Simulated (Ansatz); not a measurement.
`[F][GeH]1[O][SiH2]1` at its PBE0-D4/def2-TZVP geometry, where that method's forces vanish. The species carries charge 0 and has multiplicity 1.

```xyz
7

F     2.4164   -0.0085    0.1926
Ge    0.8023    0.4488    0.6440
O    -0.1610    0.7230   -0.9366
Si   -0.9370   -0.6068   -0.3400
H     0.9686    1.7786    1.3882
H    -0.7457   -1.8943   -1.0480
H    -2.3436   -0.4408    0.0999
```

(1) What forces (eV/Å) does r2SCAN-D4/def2-TZVPP give on these atoms in Ansatz 0.2.0? (An estimate is asked.)

Answers

(1) The calculation gave: 
```
F1   0.040  0.006 -0.049
Ge2 -0.009 -0.030  0.207
O3   0.022  0.122 -0.136
Si4 -0.056 -0.102  0.048
H5   0.003 -0.006 -0.053
H6  -0.010  0.016  0.001
H7   0.010 -0.006 -0.018
```
